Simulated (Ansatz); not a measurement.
One change: `COB(O)OC` becomes `COB(O)Cl`.

Ansatz, PBE0-D4/def2-TZVP geometries, multiplicity 1. Each molecule was computed in one conformer, which needn't be the lowest.

| property | `COB(O)OC` |
| --- | --- |
| HOMO energy (PBE0/def2-TZVPP) / eV | -8.14 |
| size of the dipole moment (ωB97M-V/def2-TZVPP) / D | 0.28 |
| HOMO–LUMO gap (PBE0/def2-TZVPP) / eV | 9.05 |
| size of the dipole moment (B3LYP/def2-TZVPP) / D | 0.28 |
| HOMO energy (B3LYP/def2-TZVPP) / eV | -7.89 |
| HOMO–LUMO gap (B3LYP/def2-TZVPP) / eV | 8.45 |

(1) Give the same properties after the change, and the shifts. (Estimate.)

Answers

(1) The calculation gave: 
| property | `COB(O)Cl` | shift |
| --- | --- | --- |
| HOMO energy (PBE0/def2-TZVPP) / eV | -8.96 | -0.82 |
| size of the dipole moment (ωB97M-V/def2-TZVPP) / D | 2.41 | 2.13 |
| HOMO–LUMO gap (PBE0/def2-TZVPP) / eV | 9.70 | 0.65 |
| size of the dipole moment (B3LYP/def2-TZVPP) / D | 2.41 | 2.13 |
| HOMO energy (B3LYP/def2-TZVPP) / eV | -8.71 | -0.82 |
| HOMO–LUMO gap (B3LYP/def2-TZVPP) / eV | 9.09 | 0.64 |

With PBE0 the HOMO falls by 0.82 eV and the LUMO falls by 0.17 eV, so the gap widens by about 0.65 eV. PBE moves the HOMO by -0.81 eV and ωB97M-V by -0.81 eV. Dipoles are sizes alone; their direction can turn.

B3LYP here is the variant with VWN-RPA as its local correlation; programs differ in this.
